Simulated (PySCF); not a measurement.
**Mg⁺: excitation energy**

Mg⁺ [Ne] 3s1 (2S) → Mg⁺ [Ne] 3p1 (2P), as a difference of total energies. Computed with PySCF 2.14 in aug-cc-pVTZ-DK, with the spin-free X2C one-electron Hamiltonian (Gaussian nucleus). The calculations carry no spin-orbit coupling.

```csv
method,excitation energy (cm⁻¹),error (cm⁻¹)
UHF,34669,-1061
LDA,34172,-1558
PBE,32930,-2801
PBE0,33397,-2334
r2SCAN,32662,-3069
BP86,32466,-3264
PW91,32985,-2745
r2SCANh,33002,-2728
BLYP,33548,-2182
```

Reference: 35730 cm⁻¹ (measured; NIST levels, between the centres of gravity of the two terms).
